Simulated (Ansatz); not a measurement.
Consider the ligand exchange at a B–O bond: `BOCO[SiH3]` + `BN` → `BNB` + `OCO[SiH3]`.

Gas-phase electronic energies from Ansatz, PBE0-D4/def2-TZVP geometries. CCSD(T)/CBS is the MP2 limit (def2-TZVPP, def2-QZVPP) plus CCSD(T) − MP2 in def2-TZVPP, frozen cores. This one scheme is used for every species. DFT in def2-TZVPP. Each species was taken in one conformer, which may not be the lowest.

Is it downhill or uphill in electronic energy at CCSD(T)/CBS, and by how much? (An estimate is asked.)

The calculation gave: Uphill: ΔE = +0.47 eV.

What do these levels give: r2SCAN-D4, PBE, r2SCAN, RPA@PBE/def2-TZVPP, MP2/def2-TZVPP, SCS-MP2/def2-QZVPP? (Estimate.)

Ansatz gave: r2SCAN-D4 0.49, PBE 0.48, r2SCAN 0.49, RPA@PBE/def2-TZVPP 0.49, MP2/def2-TZVPP 0.47, SCS-MP2/def2-QZVPP 0.46 eV.

Largest T1 diagnostic among the species: 0.013.

From BLYP to BHLYP (50 % exact exchange), in def2-TZVPP and without D4, ΔE moves by −0.06 eV. In def2-TZVPP, CCSD(T) changes the Hartree–Fock value by +0.09 eV (the triples alone add +0.02 eV) and MP2 by +0.07 eV. At CCSD(T), def2-SVP lies +0.11 eV from the extrapolated value and def2-TZVPP +0.02 eV.
